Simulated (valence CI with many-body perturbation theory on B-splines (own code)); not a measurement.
Forbidden lines of Au6+

Level of theory: valence CI with perturbative core correlation (CI+MBPT): five valence electrons over a frozen Dirac-Fock core [Xe] 4f14, radial functions for each j: 7 s, 7 p, 8 d, 6 f, 4 g, 1 h, with the one-electron correlation potential Σ1, the two-electron term Σ2, the three-electron term Σ3, Breit, model QED; selected CI, second order for the rest, scaled by the run's own slope (own B-spline code, finite nucleus).

No measured levels were compared; by estimate terms of the open shell hold to 2 to 4 % of their energy, and close levels can change places; different configurations can be misplaced against each other by 1,000 to 8,000 cm⁻¹. Core correlation moves these levels by up to 15000 cm⁻¹, and in measured spectra 5 to 20 % of such shifts remained as error; rates that hang on mixing are uncertain with them. Among the levels kept, up to 1000 cm⁻¹ of a level comes from second order outside the variational space, and about a tenth of that is noise between levels of different J, which matters for small intervals. Only levels of the ground parity were solved; by the run's estimate the other parity begins above the list, which can be wrong where configurations are misplaced.

Lines 51 to 100 of 120 in falling wavelength, among levels below 22.943 eV, chosen from the decays that carry over 1 % of a level's rate. Wavelengths and rates use the calculated energies, so an error of 2000 cm⁻¹ moves a line at 572.7 nm by 11 % and its rate by three times that or more. Weak lines are less certain than strong ones. Lines between different terms over intervals too small for the method are left out, as are lines whose strength nearly cancels.

Names give the largest LS component (configuration and term), which can be under half, so a name can repeat, a term be missing and a line seem to break the LS rules; names also repeat where a configuration has a term twice. Letters in brackets count levels of one name in rising energy.

```
λ vac (nm)           Upper           Lower  Type   A (s⁻¹)  Branch %
     572.7  5d5 2D_3/2 [a]      5d5 4D_1/2    M1  8.31e+00       8.7
     569.7      5d5 4F_5/2  5d5 2D_5/2 [a]    M1  4.34e+01      20.1
     566.3      5d5 2S_1/2      5d5 4F_3/2    M1  1.05e+01       5.7
     561.6  5d5 2G_9/2 [a]     5d5 4G_11/2    M1  1.72e+01      39.0
     542.5      5d5 2H_9/2      5d5 4D_7/2    M1  8.99e+00       5.0
     540.1  5d5 4G_5/2 [a]      5d5 6S_5/2    M1  6.17e+01     100.0
     518.3     5d5 2I_13/2     5d5 4G_11/2    M1  8.46e+00      89.9
     516.5  5d5 2F_7/2 [b]  5d5 2F_7/2 [a]    M1  5.51e+00       3.5
     514.3      5d5 4F_3/2  5d5 4D_3/2 [a]    M1  1.00e+02      45.4
     507.3  5d5 2G_9/2 [a]      5d5 4G_7/2    M1  2.07e+01      46.9
     502.1      5d5 2S_1/2  5d5 4D_3/2 [b]    M1  1.27e+01       7.0
     501.2  5d5 2F_5/2 [a]  5d5 4G_5/2 [b]    M1  1.07e+02      67.2
     487.2      5d5 4F_7/2  5d5 2G_9/2 [a]    M1  7.58e+01      32.8
     477.5  5d5 2D_5/2 [a]  5d5 4G_5/2 [a]    M1  4.21e+01      30.5
     476.4      5d5 2S_1/2      5d5 4D_1/2    M1  2.42e+00       1.3
     468.3  5d5 2F_5/2 [b]  5d5 2D_5/2 [a]    M1  6.50e+01      22.4
     467.9     5d5 2H_11/2     5d5 2I_13/2    M1  3.29e+01      12.4
     455.3  5d5 2F_5/2 [a]  5d5 4D_3/2 [a]    M1  1.20e+01       7.5
     454.4  5d5 2G_9/2 [b]  5d5 2G_9/2 [a]    M1  2.17e+00       2.1
     453.7  5d5 2D_3/2 [a]  5d5 2D_5/2 [a]    M1  2.81e+01      29.5
     437.5     5d5 2H_11/2  5d5 2G_9/2 [a]    M1  2.97e+01      11.2
     432.3  5d5 2F_5/2 [a]      5d5 4G_7/2    M1  1.91e+01      11.9
     431.3      5d5 4F_7/2  5d5 2F_7/2 [a]    M1  3.37e+01      14.6
     428.5  5d5 2F_5/2 [b]      5d5 4D_7/2    M1  5.45e+01      18.8
     421.7  5d5 2F_7/2 [b]  5d5 2D_5/2 [a]    M1  2.08e+01      13.3
     395.4  5d5 2F_7/2 [a]  5d5 4G_5/2 [a]    M1  3.99e+00      12.3
     394.8  5d5 2G_9/2 [b]     5d5 2I_11/2    M1  1.80e+01      17.4
     391.8      5d5 2H_9/2      5d5 4G_9/2    M1  9.02e+01      49.8
     389.2  5d5 2F_7/2 [b]      5d5 4D_7/2    M1  4.64e+01      29.7
     382.0     5d5 2H_11/2     5d5 2I_11/2    M1  1.46e+02      55.3
     373.7      5d5 4G_7/2      5d5 6S_5/2    M1  8.73e+00      43.4
     373.4  5d5 2G_7/2 [a]      5d5 4G_9/2    M1  2.19e+01      51.3
     369.3      5d5 4F_5/2  5d5 4G_5/2 [b]    M1  2.78e+01      12.9
     367.2  5d5 2G_7/2 [a]  5d5 4G_5/2 [b]    M1  8.78e-01       2.1
     367.1      5d5 2H_9/2     5d5 4G_11/2    M1  3.34e+01      18.4
     363.1      5d5 4F_7/2  5d5 2D_5/2 [a]    M1  3.16e+00       1.4
     358.1  5d5 4D_3/2 [a]      5d5 6S_5/2    M1  1.16e+02      92.4
     348.6  5d5 2D_3/2 [a]      5d5 4P_1/2    M1  4.81e+00       5.0
     346.6      5d5 4F_3/2  5d5 4G_5/2 [a]    M1  7.64e+01      34.6
     343.8      5d5 4F_5/2  5d5 4D_3/2 [a]    M1  8.10e+00       3.8
     343.1      5d5 2H_9/2      5d5 4G_7/2    M1  3.59e+01      19.8
     338.7      5d5 4F_7/2      5d5 4D_7/2    M1  4.22e+01      18.3
     334.0  5d5 4G_5/2 [b]      5d5 6S_5/2    M1  3.68e+01      44.1
     330.6      5d5 4F_5/2      5d5 4G_7/2    M1  6.25e+01      29.0
     323.9  5d5 2F_5/2 [b]  5d5 4G_5/2 [b]    M1  8.69e+01      29.9
     322.5  5d5 2G_9/2 [b]      5d5 4D_7/2    M1  4.02e+01      38.9
     318.7  5d5 2F_5/2 [a]  5d5 4G_5/2 [a]    M1  6.45e+00       4.0
     310.4      5d5 2S_1/2      5d5 4P_1/2    M1  3.82e+01      20.9
     305.0  5d5 2F_7/2 [b]      5d5 4G_9/2    M1  6.51e+01      41.7
     304.1  5d5 2F_5/2 [b]  5d5 4D_3/2 [a]    M1  1.23e+01       4.2
```
